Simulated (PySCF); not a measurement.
B(Br)(Et)(OH) (C2H6BBrO), SMILES CCB(O)Br. Geometry: PBE-D3(BJ)/def2-SVP. One conformer was computed; it need not be the lowest.

Computed equilibrium geometry at PBE-D3(BJ)/def2-SVP (PySCF confirms it by a frequency run) as bond lengths and angles (one conformer of several):
Atoms: B1 Br2 C3 C4 H5 H6 H7 H8 H9 O10 H11. Bonds (Å): B1–Br2 1.965, B1–C3 1.571, B1–O10 1.356, C3–C4 1.534, C3–H5 1.112, C3–H6 1.117, C4–H7 1.109, C4–H8 1.109, C4–H9 1.109, O10–H11 0.976. Bond angles (°): Br2–B1–C3 121.0, Br2–B1–O10 118.1, C3–B1–O10 120.9, B1–C3–C4 117.5, B1–C3–H5 107.7, B1–C3–H6 105.1, C4–C3–H5 111.3, C4–C3–H6 109.5, H5–C3–H6 104.8, C3–C4–H7 111.3, C3–C4–H8 111.5, C3–C4–H9 111.6, H7–C4–H8 107.0, H7–C4–H9 107.8, H8–C4–H9 107.4, B1–O10–H11 112.6.
